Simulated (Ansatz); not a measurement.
A nudged elastic band was laid between two geometries of AlH5N2 + ClH (10 atoms, charge 0, multiplicity 1).

Theory: RHF/def2-SVP in Ansatz 0.2.0.

```
movable images  : 5
climbing image  : yes
spring          : 5.0 eV/Å²
optimiser       : quadratic models (default)
start path      : through a guess of the saddle point
force threshold : 0.05 eV/Å
iteration limit : 60
end points      : relaxed
```

Image 0:

```xyz
10
Properties=species:S:1:pos:R:3
Al 0.029 -0.261 -0.157
H 0.053 -0.477 1.408
N 1.560 -0.142 -1.041
H 1.668 -0.018 -2.029
H 2.462 -0.147 -0.604
N -1.524 -0.264 -1.010
H -2.413 -0.347 -0.555
H -1.663 -0.146 -1.995
Cl -0.038 2.996 1.420
H 0.024 2.186 2.402
```

Image 6:

```xyz
10
Properties=species:S:1:pos:R:3
Al -0.001 0.806 -0.753
H 0.110 -0.107 2.736
N 1.553 0.028 -1.033
H 1.690 -0.890 -1.410
H 2.439 0.450 -0.833
N -1.550 0.054 -1.118
H -1.688 -0.866 -1.490
H -2.435 0.501 -0.978
Cl -0.010 2.769 0.034
H 0.051 0.636 2.684
```

Problem. Which bonds break or form, and what moves?

Solution. Bonds broken: Al1–H2, Cl9–H10. Bonds formed: Al1–Cl9, H2–H10. AlH5N2 + ClH becomes AlClH4N2 + H2.

Problem. What energy profile does the band end with?

Solution. The forces met the threshold. The highest image is number 2 of 0 to 6, 0.201 eV above the first end and 1.576 eV above the last; the last end lies 1.375 eV below the first. A structure lower than the last end lies on the path between it and the top, so the climb from that side starts below the end, which may itself be a saddle point or a shallow side well. Neighbouring images differ by up to 1.5 eV, so the band resolves the path poorly. A vibrational analysis at the climbing image gives one clearly imaginary mode, 277i cm⁻¹: a first-order saddle point. The orbitals stay closed-shell, which can raise the energy where a bond breaks towards radicals; this wasn't checked here.

```
image  path coordinate (Å)  energy (eV)  Al1–H2 (Å)  Cl9–H10 (Å)  Al1–Cl9 (Å)
    0                 0.00        0.000        1.58         1.27         3.62
    1                 1.06        0.072        1.58         1.27         3.37
    2                 2.12        0.201        1.58         1.27         3.23
    3                 4.84       -1.348        3.11         2.97         2.12
    4                 7.56       -1.388        3.74         5.08         2.11
    5                10.28       -1.388        4.48         5.06         2.11
    6                13.00       -1.375        3.61         3.40         2.12
```

Problem. What is the geometry of the highest image?

Solution. 
```xyz
10
Properties=species:S:1:pos:R:3:forces:R:3
Al -0.084 -0.248 -0.122 0.00 0.00 0.00
H -0.201 -0.690 1.394 0.00 0.00 0.00
N 1.489 0.011 -0.936 0.00 0.00 0.00
H 2.075 -0.712 -1.308 0.00 0.00 0.00
H 1.950 0.895 -1.035 0.00 0.00 0.00
N -1.603 -0.208 -1.030 0.00 0.00 0.00
H -2.511 -0.380 -0.642 0.00 0.00 0.00
H -1.684 0.021 -2.002 0.00 0.00 0.00
Cl 0.240 2.673 1.227 0.00 0.00 0.00
H 0.489 2.017 2.290 0.00 0.00 0.00
```

Time of the run: 3.2 min on 2 threads of Arm Neoverse V1, on a shared host, peak memory 0.18 GiB.
